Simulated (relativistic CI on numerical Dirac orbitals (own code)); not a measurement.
**Ag²⁺: L2,3 absorption edge**

Computed with this model: Dirac-Coulomb-Breit CI, separate exchange-only KLI orbitals for each configuration, model QED, valence Slater integrals scaled by 0.9, multiplet model of core-to-valence dipole absorption; configurations [Kr] 4d9 → [He] 2s2 2p5 3s2 3p6 3d10 4s2 4p6 4d10; 300 K; Lorentzian 1.6 eV and Gaussian 0.5 eV FWHM. Energies are those of the free ion, without screening or charge transfer. The branching ratio is the share of the lower-energy edge in the whole absorption, uncertain by about 0.02 where the edges overlap. S is read from ⟨S²⟩ = S(S + 1).

Field parameters in Wybourne normalisation: D4h B²₀ = −7Ds, B⁴₀ = 21(Dq − Dt), B⁴₄ = 21√(5/14) Dq; Oh B⁴₀ = 21Dq, B⁴₄ = √(5/14) B⁴₀; Td as Oh with Dq negative (B⁴₀ = 21Dq, B⁴₄ = √(5/14) B⁴₀). The field is a parameter set, without covalency.

Computed curve for D4h, 10Dq = 14900, Ds = -1180, Dt = 80 cm⁻¹, scaled to 100 at the maximum (points under 2 are left out and the grid is thinned):

| Energy (eV) | Intensity |
| --- | --- |
| 3344.00 | 2.0 |
| 3344.25 | 2.2 |
| 3344.50 | 2.4 |
| 3345.00 | 2.9 |
| 3345.25 | 3.3 |
| 3345.50 | 3.6 |
| 3345.75 | 4.1 |
| 3346.00 | 4.6 |
| 3346.25 | 5.3 |
| 3346.75 | 7.1 |
| 3347.00 | 8.3 |
| 3347.25 | 9.9 |
| 3347.50 | 12.0 |
| 3347.75 | 14.8 |
| 3348.25 | 23.9 |
| 3348.50 | 31.5 |
| 3348.75 | 42.3 |
| 3349.00 | 57.1 |
| 3349.25 | 75.2 |
| 3349.75 | 100.0 |
| 3350.00 | 93.9 |
| 3350.25 | 77.6 |
| 3350.50 | 59.2 |
| 3350.75 | 43.9 |
| 3351.00 | 32.7 |
| 3351.50 | 19.2 |
| 3351.75 | 15.2 |
| 3352.00 | 12.3 |
| 3352.25 | 10.2 |
| 3352.50 | 8.5 |
| 3353.00 | 6.2 |
| 3353.25 | 5.4 |
| 3353.50 | 4.7 |
| 3353.75 | 4.2 |
| 3354.00 | 3.7 |
| 3354.50 | 3.0 |
| 3354.75 | 2.7 |
| 3355.00 | 2.4 |
| 3355.25 | 2.2 |
| 3355.50 | 2.0 |
| 3520.00 | 2.2 |
| 3520.50 | 3.2 |
| 3520.75 | 3.9 |
| 3521.00 | 4.9 |
| 3521.25 | 6.2 |
| 3521.50 | 8.2 |
| 3522.00 | 14.7 |
| 3522.25 | 19.6 |
| 3522.50 | 24.5 |
| 3522.75 | 27.4 |
| 3523.00 | 26.5 |
| 3523.50 | 17.4 |
| 3523.75 | 12.9 |
| 3524.00 | 9.6 |
| 3524.25 | 7.2 |
| 3524.50 | 5.6 |
| 3524.75 | 4.4 |
| 3525.25 | 2.9 |
| 3525.50 | 2.4 |
| 3525.75 | 2.1 |

The ground state has S = 0.50, and the centroid lies at 3387.13 eV.
